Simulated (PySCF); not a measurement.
Gas-phase reaction: 2 GeH3 + 2 C2H5 + GeCl4 → 3 GeH4 + 4 CHCl

Method: PySCF energies plus ideal-gas RRHO corrections (1 bar). S°(298 K) at PBE0/def2-TZVP differs from the NASA 1993 table for C2H5 (+9 J/mol/K); whether the harmonic model or the table's entry is off was not settled. † marks an energy on the PBE0/def2-TZVP geometry and frequencies; other levels use their own. CCSD(T) freezes the core. 6-31G* has spherical d functions here. Open shells (unrestricted): GeH3 (multiplicity 2), C2H5 (multiplicity 2); the rest are closed-shell singlets. B3LYP is the form with VWN-RPA correlation. Ge: all electrons, no relativistic terms. GeH3: computed as isolated molecules; such fragments, hydroxides, amides, oligomers or adducts are transient or little studied in the gas. CCSD(T) isn't extrapolated to the basis-set limit; its ΔH°(298 K) is 1381.8 kJ in def2-SVP and 1328.1 kJ in def2-TZVPP. The harmonic model lacks anharmonicity and excited electronic states, which grow with temperature; levels with a mode under 35 cm⁻¹ are left out. Internal rotation in C2H5 is treated as a harmonic vibration of one conformer, which makes the entropy rough. Warning, large T1 diagnostic: CHCl (CCSD(T)/def2-TZVPP†).

ΔH° and ΔS° at 298 K: B3LYP/6-31G* 1391 kJ, 272 J/K; BLYP/def2-TZVP† 1261 kJ, 270 J/K; CCSD(T)/def2-TZVPP† 1328 kJ, 270 J/K.

With the heat capacities included, give log10 K (1 bar) at 800, 1000, 1600, 1800, 2500 K from B3LYP/6-31G*, BLYP/def2-TZVP†, CCSD(T)/def2-TZVPP†.


| T (K) | B3LYP/6-31G* | BLYP/def2-TZVP† | CCSD(T)/def2-TZVPP† |
|---|---|---|---|
| 800 | -76.7 | -68.3 | -72.8 |
| 1000 | -58.6 | -51.9 | -55.5 |
| 1600 | -31.5 | -27.4 | -29.6 |
| 1800 | -26.5 | -22.9 | -24.8 |
| 2500 | -15.3 | -12.8 | -14.2 |
